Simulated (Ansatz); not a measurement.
Mulliken charges of CH5GaO2, SMILES `[CH3][Ga]([OH])[OH]` from ωB97M-V/def2-TZVPP in Ansatz (PBE0-D4/def2-TZVP geometry).

| atom | x (Å) | y (Å) | z (Å) | charge (e) |
| --- | --- | --- | --- | --- |
| C1 | -0.442 | 0.946 | 1.023 | -0.495 |
| Ga2 | 0.247 | -0.339 | -0.267 | 0.635 |
| O3 | 1.762 | -1.234 | 0.013 | -0.428 |
| O4 | -0.492 | -0.790 | -1.837 | -0.415 |
| H5 | -1.429 | 0.641 | 1.375 | 0.120 |
| H6 | 0.232 | 1.016 | 1.877 | 0.136 |
| H7 | -0.538 | 1.933 | 0.566 | 0.120 |
| H8 | 1.975 | -1.831 | -0.708 | 0.172 |
| H9 | -1.314 | -0.342 | -2.041 | 0.154 |

By hand: the dipole of these point charges (1 e Å = 4.8032 D).

Σ q r = (-0.241, 0.252, 0.133) e Å, of length 0.373 e Å = 1.79 D.

How does the dipole of the full density compare? (Best estimate.)

Ansatz gave: (-0.370, 0.285, 0.042) e Å, 2.25 D; the point charges give 0.80 times that, at 18° from its direction.

Point charges leave out the atoms' own dipoles, such as those of lone pairs, and Mulliken's split depends on the basis, so the two needn't agree.
